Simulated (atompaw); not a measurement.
## Before and after: PAW (atompaw) potential for nickel (Ni)

nickel (Ni), PAW, made with atompaw 4.2.0.5 (PBE, scalar-relativistic). Core [Ne], reference 3s2 3p6 3d9 4s1 4p0. Waves: 3s (bound): rc 0.90 bohr; 4s (bound): rc 1.15 bohr; 3p (bound): rc 1.20 bohr; 4p (bound, empty): rc 1.60 bohr; 3d (bound): rc 1.60 bohr; 3d channel at 0.6 Ry: rc 1.60 bohr. Local part: bessel scheme, radius 1.30 bohr. Core correction: smooth core density matched at 1.25 bohr. Augmentation charge: besselshape compensation charge, radius 1.50 bohr; PAW radius 1.60 bohr; waves and projectors: custom polynom vanderbiltortho.

Change: wave 3s (bound): rc 0.90 bohr becomes 3s (bound): rc 1.52 bohr.

Cutoffs: the cutoffs (Ry, on a coarse ladder) from which the occupation-weighted sum of valence levels, in a spherical-Bessel basis at the reference potential, stays within 10 and 1 mRy of its value at 400 Ry; they do not see the model core or the augmentation charge, which bear on the density cutoff.

Q: What does the change do?

A: The potential gets softer (80 Ry and 140 Ry → 80 Ry and 120 Ry); neither file shows a bound ghost.

| quantity | base | changed |
| --- | --- | --- |
| cutoff, loose | 80 Ry | 80 Ry |
| cutoff, tight | 140 Ry | 120 Ry |
| loose cutoff by channel (10 mRy a level) | s 35 Ry, p 45 Ry, d 35 Ry | s 25 Ry, p 45 Ry, d 35 Ry |
| bound ghosts | none | none |
| s: phases at 1.60 bohr within 0.05 rad from the reference energy up to (Ry; the scan ends near 5) | to the end of the scan | to the end of the scan |
| p: phases at 1.60 bohr within 0.05 rad from the reference energy up to (Ry; the scan ends near 5) | to the end of the scan | to the end of the scan |
| d: phases at 1.60 bohr within 0.05 rad from the reference energy up to (Ry; the scan ends near 5) | 5.0 | 5.0 |
| lowest overlap eigenvalue by channel | s 0.62, p 0.60, d 0.95 | s 0.60, p 0.60, d 0.95 |

 The cutoffs see the waves, projectors and local potential, not the compensation charge or the core.
